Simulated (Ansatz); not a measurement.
Consider the ligand exchange at the Si–O bond: `F[SiH](Cl)O[SiH3]` + H–F → `F[SiH](F)Cl` + `O[SiH3]`.

Gas-phase electronic energies from Ansatz, PBE0-D4/def2-TZVP geometries. CCSD(T)/CBS adds triple-zeta CCSD(T) − MP2 to the extrapolated MP2 energy (def2 sets, frozen cores). This one scheme is used for every species. Functionals use def2-TZVPP. One conformer a species, not always the lowest.

```
  level  ΔE (kJ/mol)
 revPBE        -26.6
r2SCAN0        -18.5
```

**Question.** What does CCSD(T)/CBS give? (Estimate.)

**Answer.** Computed: -12.2 kJ/mol. The listed levels differ from it by -14.4, -6.3 kJ/mol.

Largest T1 diagnostic among the species: 0.011.

Leaving LDA and LC-ωPBE aside and taking each functional with its dispersion term where it has one, the values, not all of them listed here, spread over 12.7 kJ/mol, from B97M-V to BHLYP-D4. LDA lies +5.4 kJ/mol from PBE without D4. In def2-TZVPP, CCSD(T) changes the Hartree–Fock value by +4.3 kJ/mol (the triples alone add +0.4 kJ/mol) and MP2 by +5.7 kJ/mol. From BLYP to BHLYP (50 % exact exchange), in def2-TZVPP and without D4, ΔE moves by +8.3 kJ/mol.
